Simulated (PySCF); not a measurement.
# Potential energy of CeN along the bond

Set-up: basis Ce x2c-SVPall, N x2c-SVPall; spin-free X2C with a Gaussian nucleus; PySCF 2.14. Energies in eV from Ce (4f1 5d1 6s2) + N in their ground configurations at the same level. State: doublet, about 1.4 electrons in the 4f shell (Mulliken), real f orbitals that mix terms.

All columns are CAM-B3LYP. A positive dipole means Ce(−)N(+).

```tsv
R (Å)	E (eV)	μ (D)	Mulliken charge on Ce (basis-dependent)	HOMO (eV)	LUMO (eV)	Mayer bond order	⟨S²⟩
1.507	-4.163	-5.62	0.13	-3.25	-0.62	3.21	0.75
1.577	-5.276	-6.26	0.15	-3.71	-0.73	3.20	0.75
1.647	-5.888	-6.88	0.17	-4.17	-0.85	3.20	0.75
1.699	-6.102	-7.31	0.19	-4.51	-0.93	3.20	0.75
1.752	-6.157	-7.70	0.22	-4.85	-1.02	3.20	0.75
1.805	-6.085	-8.07	0.24	-5.17	-1.10	3.20	0.75
1.875	-5.838	-8.49	0.27	-5.54	-1.21	3.20	0.75
1.962	-5.354	-8.90	0.30	-5.41	-1.33	3.20	0.75
2.067	-4.613	-9.24	0.33	-5.30	-1.46	3.19	0.75
2.208	-3.496	-9.03	0.36	-4.98	-1.62	3.15	0.81
```

A fit through these points gives, at Re = 1.746 Å, μ = -7.66 D and dμ/dR = -7.31 D/Å; the reduced mass is 12.73 u.

Task: How strong is the fundamental in the double-harmonic approximation, I = 42.26·(dμ/dR)²/μred km/mol?

Result: I = 42.26·(-7.31)²/12.73 = 177 km/mol at CAM-B3LYP.

Spin–orbit coupling is left out, which matters for elements this heavy, above all for dissociation energies. With d or f electrons several states lie close, and the lowest PBE0 determinant need not be the measured ground state.
